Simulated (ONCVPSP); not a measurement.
Co: one change to an ONCV potential, before and after

* Element: Co (Z = 27)
* Generator: ONCVPSP 4.0.1
* Type: optimised norm-conserving Vanderbilt (ONCV)
* Functional: PBE
* Relativity: scalar-relativistic
* Frozen core: [Ne] 3s2
* Valence charge: 15
* Reference configuration: 3p6 3d7 4s2
* Partial waves: 4s: rc 2.10 bohr, ncon 5, nbas 9, qcut 2.7 1/bohr, 2 projectors, debl 0.4 Ha; 3p: rc 1.05 bohr, ncon 4, nbas 7, qcut 10.2 1/bohr, 2 projectors, debl 1.8 Ha; 3d: rc 1.30 bohr, ncon 4, nbas 8, qcut 11.2 1/bohr, 1 projector
* Local potential: polynomial inside 0.90 bohr (lpopt 5, dvloc0 4 Ha)
* Core correction: Teter function, fcfact 5.5, rcfact 1.05

In the p channel the program set the typed energies aside and used -2.412, 0.250 Ha.

Change: local potential polynomial inside 0.95 bohr (lpopt 5, dvloc0 6 Ha).

Cutoffs: the cutoffs (Ha) at which the residual kinetic energy of the hardest occupied pseudo-wave falls to 1 and 0.1 mHa per electron; they do not see the model core or the augmentation charge, which bear on the density cutoff. Errors are all-electron minus pseudo energies relative to the spin-unpolarised reference configuration.

How do hardness, ghosts and transferability respond?

The potential gets neither clearly harder nor softer (53 Ha and 59 Ha → 53 Ha and 59 Ha); both files keep a bound ghost (s); the number of tests with a reliable result goes from 4 to 3; of the 3 tests that both files solve, the error grows in 1 and shrinks in 0 by more than 15 % and 0.3 meV (median size 20.5 → 21.6 meV).

| quantity | base | changed |
| --- | --- | --- |
| cutoff, loose | 53 Ha | 53 Ha |
| cutoff, tight | 59 Ha | 59 Ha |
| bound ghosts | s | s |
| GHOST(+) flags under 300 eV | none | none |
| tests with a reliable result | 4 of 4 | 3 of 4 |
| error for 3p6 3d7 4s1, meV [ΔE 9.03 eV] | -4.9 | -5.9 |
| error for 3p6 3d7 4s0, meV [ΔE 25.82 eV] | -20 | -22 |
| error for 3p6 3d6 4s0, meV [ΔE 61.69 eV] | +92 | +91 |
| s: phases at 2.13 bohr within 0.05 rad from the reference energy up to (Ha; the scan ends near 5) | 2.9 | 3.3 |
| p: phases at 1.06 bohr within 0.05 rad from the reference energy up to (Ha; the scan ends near 5) | to the end of the scan | to the end of the scan |
| d: phases at 1.32 bohr within 0.05 rad from the reference energy up to (Ha; the scan ends near 5) | 2.0 | 2.0 |
| rms error of d²Exc/dni dnj with the model core, mHa | 3.48 | 3.48 |

 A true bound ghost makes a file unfit for plane-wave use even where its test errors are small: the radial tests pick states by their node count and pass the ghost by.
